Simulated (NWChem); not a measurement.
System: GeSiH3F3; SMILES F[Si]([GeH3])(F)F

Excerpt of the output:

```
             Northwest Computational Chemistry Package (NWChem) 7.3.0
             --------------------------------------------------------

                             Geometry "geometry" -> ""
                             -------------------------

 Output coordinates in angstroms (scale by  1.889725989 to convert to a.u.)

  No.       Tag          Charge          X              Y              Z
 ---- ---------------- ---------- -------------- -------------- --------------
    1 F                    9.0000     1.48496100     1.47604900     0.13844000
    2 Si                  14.0000    -0.00011700     0.87647300     0.00016900
    3 F                    9.0000    -0.86242600     1.47782200     1.21628100
    4 F                    9.0000    -0.62222400     1.47575500    -1.35551200
    5 Ge                  32.0000    -0.00074400    -1.48036500     0.00188200
    6 H                    1.0000     0.60422300    -1.97917300     1.32119000
    7 H                    1.0000     0.83890700    -1.98103000    -1.18122100
    8 H                    1.0000    -1.44559300    -1.97992100    -0.13316800

 Effective nuclear repulsion energy (a.u.)     464.2885760208

                              NWChem Property Module
                              ----------------------

  itol2e modified to match energy
  convergence criterion.

                                 NWChem DFT Module
                                 -----------------

 Summary of "ao basis" -> "ao basis" (spherical)
 ------------------------------------------------------------------------------
       Tag                 Description            Shells   Functions and Types
 ---------------- ------------------------------  ------  ---------------------
 F                          def2-svp                 6       14   3s2p1d
 Si                         def2-svp                 8       18   4s3p1d
 Ge                         def2-svp                12       32   5s4p3d
 H                          def2-svp                 3        5   2s1p

  itol2e modified to match energy
  convergence criterion.

            General Information
            -------------------
          SCF calculation type: DFT
          Wavefunction type:  closed shell.
          No. of atoms     :     8
          No. of electrons :    76
           Alpha electrons :    38
            Beta electrons :    38
          Charge           :     0
          Spin multiplicity:     1
          Use of symmetry is: off; symmetry adaption is: off
          Maximum number of iterations: 150
          AO basis - number of functions:   107
                     number of shells:    47
          Convergence on energy requested:  1.00D-07
          Convergence on density requested:  1.00D-05
          Convergence on gradient requested:  5.00D-04

              XC Information
              --------------
                         B3LYP Method XC Potential
                     Hartree-Fock (Exact) Exchange  0.200
                        Slater Exchange Functional  0.800 local
                    Becke 1988 Exchange Functional  0.720 non-local
              Lee-Yang-Parr Correlation Functional  0.810
                  VWN I RPA Correlation Functional  0.190 local

             Grid Information
             ----------------
          Grid used for XC integration:  fine
          Radial quadrature: Mura-Knowles
          Angular quadrature: Lebedev.
          Tag              B.-S. Rad. Rad. Pts. Rad. Cut. Ang. Pts.
          ---              ---------- --------- --------- ---------
          F                   0.50       70          12.0       590
          Si                  1.10      123          10.0       770
          Ge                  1.25      140          10.0       974
          H                   0.35       60          11.0       590
          Grid pruning is: on
          Number of quadrature shells:   653
          Spatial weights used:  Erf1

      Superposition of Atomic Density Guess
      -------------------------------------

 Sum of atomic energies:       -2663.15740583

      Non-variational initial energy
      ------------------------------

 Total energy =   -2664.148748
 1-e energy   =   -4639.952607
 2-e energy   =    1511.515283
 HOMO         =      -0.363063
 LUMO         =       0.069573

   convergence    iter        energy       DeltaE   RMS-Dens  Diis-err
 ---------------- ----- ----------------- --------- --------- ---------
 d= 0,ls=0.0,diis     1  -2667.3641503199 -3.13D+03  1.57D-02  1.04D+00
 d= 0,ls=0.0,diis     2  -2667.2957975070  6.84D-02  7.56D-03  2.17D+00
 d= 0,ls=0.0,diis     3  -2667.4828326155 -1.87D-01  8.30D-04  2.09D-02
 d= 0,ls=0.0,diis     4  -2667.4842384674 -1.41D-03  2.37D-04  1.37D-03
 d= 0,ls=0.0,diis     5  -2667.4843356242 -9.72D-05  6.70D-05  9.06D-05
  Resetting Diis
 d= 0,ls=0.0,diis     6  -2667.4843428786 -7.25D-06  1.46D-05  3.37D-06
 d= 0,ls=0.0,diis     7  -2667.4843431678 -2.89D-07  6.12D-06  1.41D-07
 d= 0,ls=0.0,diis     8  -2667.4843431772 -9.42D-09  2.65D-06  1.03D-07

         Total DFT energy =    -2667.484343177222
      One electron energy =    -4640.687016509852
           Coulomb energy =     1641.593961777110
    Exchange-Corr. energy =     -132.679864465271
 Nuclear repulsion energy =      464.288576020791

 Numeric. integr. density =       75.999999195985

                       DFT Final Molecular Orbital Analysis
                       ------------------------------------

 Vector   36  Occ=2.000000D+00  E=-3.689811D-01
              MO Center=  4.8D-02, -1.7D+00, -4.5D-01, r^2= 2.5D+00
   Bfn.  Coefficient  Atom+Function         Bfn.  Coefficient  Atom+Function
  ----- ------------  ---------------      ----- ------------  ---------------
    98      0.361534  7 H  s                103     -0.262396  8 H  s
    72      0.257744  5 Ge px                74     -0.216524  5 Ge pz
    99      0.194019  7 H  s                 69     -0.153723  5 Ge px
    75      0.145430  5 Ge px               104     -0.140817  8 H  s
    71      0.129139  5 Ge pz                77     -0.122182  5 Ge pz

 Vector   37  Occ=2.000000D+00  E=-3.689754D-01
              MO Center= -4.9D-02, -1.7D+00,  4.5D-01, r^2= 2.5D+00
   Bfn.  Coefficient  Atom+Function         Bfn.  Coefficient  Atom+Function
  ----- ------------  ---------------      ----- ------------  ---------------
    93      0.360224  6 H  s                103     -0.265986  8 H  s
    74      0.257744  5 Ge pz                72      0.216524  5 Ge px
    94      0.193319  6 H  s                 71     -0.153723  5 Ge pz
    77      0.145437  5 Ge pz               104     -0.142746  8 H  s
    69     -0.129139  5 Ge px                75      0.122177  5 Ge px

 Vector   38  Occ=2.000000D+00  E=-3.324906D-01
              MO Center= -4.1D-04, -3.8D-01,  1.1D-03, r^2= 3.3D+00
   Bfn.  Coefficient  Atom+Function         Bfn.  Coefficient  Atom+Function
  ----- ------------  ---------------      ----- ------------  ---------------
    73      0.348706  5 Ge py                17      0.273332  2 Si s
    23     -0.249167  2 Si py                76      0.233262  5 Ge py
    70     -0.193078  5 Ge py                 5     -0.185153  1 F  py
    37     -0.185230  3 F  py                51     -0.185132  4 F  py
    16      0.156181  2 Si s                  8      0.130305  1 F  py

[...]

          -----------------------
          Electric field gradient
          -----------------------

 1 a.u. = 0.324123 10**(16) esu/cm**3  ( or statvolts/cm**2 ) = 0.97174 10**(22) v/m**2

 ------------------------------------------------------------
   Atom      X         Y         Z
 ------------------------------------------------------------
    1 F    2.80617   2.78933   0.26161
 ------------------------------------------------------------

 Electric field gradient in molecular frame (a.u.)
         XX             YY             ZZ             XY             XZ             YZ
 ------------------------------------------------------------------------------------------
       -0.877766       0.341639       0.536128      -0.581055      -0.132819      -0.054109

 Principal components (a.u.) and orientation
 of principal axis w.r.t. absolute frame                      Asymmetry parameter eta
 --------------------------------------------------------------------------------------
       -1.122699       0.574203       0.548496                       0.022897

        0.924948      -0.368614      -0.092710
        0.370206       0.928950      -0.000031
        0.086135      -0.034293       0.995693

 ------------------------------------------------------------
   Atom      X         Y         Z
 ------------------------------------------------------------
    2 Si  -0.00022   1.65629   0.00032
 ------------------------------------------------------------

 Electric field gradient in molecular frame (a.u.)
         XX             YY             ZZ             XY             XZ             YZ
 ------------------------------------------------------------------------------------------
       -0.205859       0.411742      -0.205884       0.000189       0.000045      -0.000466

 Principal components (a.u.) and orientation
 of principal axis w.r.t. absolute frame                      Asymmetry parameter eta
 --------------------------------------------------------------------------------------
        0.411743      -0.205918      -0.205824                       0.000229

        0.000306      -0.605189       0.796082
        1.000000       0.000786       0.000213
       -0.000755       0.796081       0.605189

 ------------------------------------------------------------
   Atom      X         Y         Z
 ------------------------------------------------------------
    3 F   -1.62975   2.79268   2.29844
 ------------------------------------------------------------

 Electric field gradient in molecular frame (a.u.)
         XX             YY             ZZ             XY             XZ             YZ
 ------------------------------------------------------------------------------------------
        0.067688       0.340171      -0.407858       0.338432       0.678195      -0.477322

 Principal components (a.u.) and orientation
 of principal axis w.r.t. absolute frame                      Asymmetry parameter eta
 --------------------------------------------------------------------------------------
       -1.122782       0.574199       0.548583                       0.022814

       -0.537056       0.214136       0.815915
        0.371361       0.928488       0.000758
        0.757405      -0.303405       0.578172

 ------------------------------------------------------------
   Atom      X         Y         Z
 ------------------------------------------------------------
    4 F   -1.17583   2.78877  -2.56155
 ------------------------------------------------------------

 Electric field gradient in molecular frame (a.u.)
         XX             YY             ZZ             XY             XZ             YZ
 ------------------------------------------------------------------------------------------
        0.298195       0.341823      -0.640018       0.243309      -0.545434       0.530185

 Principal components (a.u.) and orientation
 of principal axis w.r.t. absolute frame                      Asymmetry parameter eta
 --------------------------------------------------------------------------------------
       -1.122689       0.574184       0.548504                       0.022874

        0.387485       0.154282       0.908874
       -0.370047       0.929013       0.000063
        0.844346       0.336351      -0.417070

 ------------------------------------------------------------
   Atom      X         Y         Z
 ------------------------------------------------------------
    5 Ge  -0.00141  -2.79748   0.00356
 ------------------------------------------------------------

 Electric field gradient in molecular frame (a.u.)
         XX             YY             ZZ             XY             XZ             YZ
 ------------------------------------------------------------------------------------------
        0.014180      -0.028380       0.014200       0.000056       0.000011      -0.000020

 Principal components (a.u.) and orientation
 of principal axis w.r.t. absolute frame                      Asymmetry parameter eta
 --------------------------------------------------------------------------------------
       -0.028380       0.014204       0.014175                       0.001033

       -0.001313       0.403553       0.914956
        0.999999       0.000089       0.001396
        0.000482       0.914956      -0.403552

 ------------------------------------------------------------
   Atom      X         Y         Z
 ------------------------------------------------------------
    6 H    1.14182  -3.74009   2.49669
 ------------------------------------------------------------

 Electric field gradient in molecular frame (a.u.)
         XX             YY             ZZ             XY             XZ             YZ
 ------------------------------------------------------------------------------------------
        0.038268       0.049754      -0.088023       0.027082      -0.073332       0.059059

 Principal components (a.u.) and orientation
 of principal axis w.r.t. absolute frame                      Asymmetry parameter eta
 --------------------------------------------------------------------------------------
       -0.143494       0.071895       0.071599                       0.002065

        0.395091       0.908835       0.133873
       -0.318682      -0.001083       0.947861
        0.861594      -0.417154       0.289202

 ------------------------------------------------------------
   Atom      X         Y         Z
 ------------------------------------------------------------
    7 H    1.58530  -3.74360  -2.23218
 ------------------------------------------------------------

 Electric field gradient in molecular frame (a.u.)
         XX             YY             ZZ             XY             XZ             YZ
 ------------------------------------------------------------------------------------------
        0.007121       0.049584      -0.056706       0.037727       0.091264      -0.053160

 Principal components (a.u.) and orientation
 of principal axis w.r.t. absolute frame                      Asymmetry parameter eta
 --------------------------------------------------------------------------------------
       -0.143484       0.071890       0.071594                       0.002067

       -0.548344       0.815485       0.185214
        0.319893      -0.000086       0.947454
        0.772650       0.578779      -0.260820

 ------------------------------------------------------------
   Atom      X         Y         Z
 ------------------------------------------------------------
    8 H   -2.73177  -3.74151  -0.25165
 ------------------------------------------------------------

 Electric field gradient in molecular frame (a.u.)
         XX             YY             ZZ             XY             XZ             YZ
 ------------------------------------------------------------------------------------------
       -0.119904       0.049687       0.070217      -0.064776      -0.017929      -0.006056

 Principal components (a.u.) and orientation
 of principal axis w.r.t. absolute frame                      Asymmetry parameter eta
 --------------------------------------------------------------------------------------
       -0.143490       0.071893       0.071597                       0.002059

        0.943585      -0.092642      -0.317907
        0.319166      -0.001291       0.947698
        0.088206       0.995699      -0.028350
```

Level: B3LYP/def2-SVP. All runs use the structure optimised with PBE0/def2-SVP. B3LYP is NWChem's, with the RPA form of VWN correlation. NWChem prints the field gradient with the sign opposite to the second derivative of the potential.

Q: Reconstruct the input file.

A: This is not unique; one that fits is the input that was run:
```
start job
memory heap 200 mb stack 900 mb global 1100 mb
geometry units angstroms noautosym nocenter noautoz
  F      1.484961     1.476049     0.138440
  Si    -0.000117     0.876473     0.000169
  F     -0.862426     1.477822     1.216281
  F     -0.622224     1.475755    -1.355512
  Ge    -0.000744    -1.480365     0.001882
  H      0.604223    -1.979173     1.321190
  H      0.838907    -1.981030    -1.181221
  H     -1.445593    -1.979921    -0.133168
end
basis spherical
  * library def2-svp
end
dft
  xc b3lyp
  iterations 150
end
property
  efieldgrad
end
task dft property
```
